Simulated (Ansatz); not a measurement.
Molecule: AgCl (charge 0, singlet). 
Coordinates optimised at B3LYP-D3(BJ)/def2-TZVP (Ansatz, a first-principles code):
SMILES: [Cl][Ag]
```xyz
2

Ag     0.0000     0.0000    -0.6130
Cl     0.0000     0.0000     1.6948
```
Charge 0, spin multiplicity 1.

Total electronic energies in hartree. Valence correlation only, unless marked. No spin-orbit coupling. Frozen are the shells of the preceding noble gas and the d and f shells that filled before the atom's block. In def2 rows, elements after Kr have scalar-relativistic effective core potentials. STO-3G rows are all-electron and non-relativistic. CBS marks a two-point X^-3 extrapolation of the correlation energy; Hartree-Fock from the larger set. [CCSD(T)-MP2]/basis is that difference in the basis named. The program attaches cautions to a run behind HF/STO-3G: other roots.

```json
[
 {"level": "HF/STO-3G", "program": "Ansatz", "energy (Eh)": "-5601.15425"},
 {"level": "HF/def2-TZVPP", "program": "Ansatz", "energy (Eh)": "-605.67317"},
 {"level": "r2SCAN-D4/def2-TZVPD", "program": "Ansatz + dftd4", "energy (Eh)": "-607.25133"},
 {"level": "PBE0-D4/def2-TZVPD", "program": "Ansatz + dftd4", "energy (Eh)": "___"},
 {"level": "B2GP-PLYP-D3(BJ)/def2-TZVPD", "program": "Ansatz + dftd3", "energy (Eh)": "-606.81294"},
 {"level": "MP2/def2-QZVPPD", "program": "Ansatz", "energy (Eh)": "-606.32651"},
 {"level": "RI-MP2/CBS(def2-TZVPP,def2-QZVPP)+[CCSD(T)-MP2]/def2-SVP", "program": "Ansatz", "energy (Eh)": "-606.3794"},
 {"level": "RI-MP2/CBS(def2-TZVPPD,def2-QZVPPD)+[CCSD(T)-MP2]/def2-QZVPPD", "program": "Ansatz", "energy (Eh)": "-606.3737"},
 {"level": "CCSD(T)/CBS(def2-TZVPPD,def2-QZVPPD)", "program": "Ansatz", "energy (Eh)": "-606.3730"}
]
```

Task: What belongs in the gaps?

Result: 
- PBE0-D4/def2-TZVPD, energy (Eh): -607.07875
